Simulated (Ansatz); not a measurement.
`FC1OC[SiH2]1`, charge 0, multiplicity 1.

Q: Give a relaxed structure at PBE0-D4/def2-TZVP (Ansatz 0.2.0). (Estimate.)

A: Ansatz gave: 
Z-matrix (Å, degrees):
```
C
O 1 1.399
F 1 1.388 2 110.4
Si 1 1.912 2 89.8 3 -114.3
H 1 1.091 2 110.1 3 117.3
C 2 1.452 1 104.4 3 96.6
H 4 1.486 1 114.5 2 -95.4
H 4 1.485 1 119.7 2 130.2
H 6 1.091 2 109.7 1 138.6
H 6 1.093 2 110.9 1 -100.5
```
This is one stationary point; other conformers may exist.
